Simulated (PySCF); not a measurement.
**Ionising BeSn**

M06; basis Be x2c-SVPall, Sn x2c-SVPall; spin-free X2C with a Gaussian nucleus; PySCF 2.14. Neutral (UKS): triplet (π ↑↑), Re = 2.350 Å, ωe = 465 cm⁻¹, De = 1.28 eV, HOMO -4.74 eV, LUMO -2.86 eV.

BeSn⁺ (UKS): doublet (π ↑), Re = 2.552 Å, ωe = 361 cm⁻¹, De = 1.55 eV to Be + Sn⁺. The energies at the minima are -6190.58591 hartree for BeSn and -6190.33806 for BeSn⁺.

**Question.** Work out the adiabatic ionisation energy, without and with harmonic zero-point energies (1 hartree = 27.2114 eV, 1 eV = 8065.5 cm⁻¹), and the change of the bond length.

**Answer.** At M06: 0.24785 hartree = 6.744 eV between the minima; the zero-point term (361.0 − 465.0)/2 cm⁻¹ = -0.006 eV makes it 6.738 eV. Re changes by +20.2 pm against the neutral. The electron leaves a π orbital, and the longer bond of the ion fits a bonding orbital, or a change in how ionic the bond is.

These are scalar-relativistic numbers at best; spin–orbit coupling would shift them, the dissociation energy most. For an ion De counts to the pair picked by the measured ionisation energies or electron affinities, which need not be the lowest pair at this level. States were picked by a PBE0 search and need not be the measured ground states.
